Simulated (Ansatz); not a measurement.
Coupled-cluster diagnostics for KBr2, Ansatz.

Geometry of the doublet (PBE-D4/def2-TZVP):

Cartesian coordinates in Å:
```
K 0.370 0.249 -1.707
Br -1.634 -0.025 0.554
Br 1.264 -0.224 1.153
```

Correlated methods freeze 23 core orbitals; core or outer-core shells of K, Br are correlated, in sets that lack core-valence functions. In the doublet, Br2 and Br3 lie 2.97 Å apart (atoms count from 1), so these atoms are partly bonded to each other. In the quartet, Br2 and Br3 lie 2.70 Å apart (atoms count from 1), so these atoms are partly bonded to each other. The structure comes from a short search, and lower isomers may exist.

Geometry of the charge 0 quartet (PBE-D4/def2-TZVP):

```xyz
3

K     0.869   -0.771    2.443
Br    0.313   -0.582   -1.793
Br   -1.182    1.353   -0.650
```

**Question.** Estimate the CCSD(T) correlation energy, the shares of MP2 and (T), T1 and the reference's ⟨S²⟩ for: charge 0, doublet, own geometry in def2-TZVPP; charge 0, quartet, own geometry in def2-TZVPP; charge 1, singlet, vertical in def2-TZVPP; and the rough time on 2 threads of Arm Neoverse V1 on a shared host.

**Answer.** 
```csv
state,basis,correlation (eV),MP2 share (%),(T) share (%),T1,⟨S²⟩ (pure),wall time,remarks
"charge 0, doublet, own geometry",def2-TZVPP,-20.468,94.2,2.8,0.007,0.77 (0.75),47 s,–
"charge 0, quartet, own geometry",def2-TZVPP,-19.792,92.4,2.9,0.029,3.77 (3.75),51 s,–
"charge 1, singlet, vertical",def2-TZVPP,-20.980,92.8,3.7,0.009,0.00 (0.00),41 s,"flagged by the program, restricted SCF unstable"
```
Customary marks for T1 are 0.02 (closed shells), 0.045 (open shells) and about 0.05 (3d metals). T1 exceeds 0.02 in 1 of 3 rows and 0.045 in 0; the higher it lies, the less the single-reference result can be trusted.
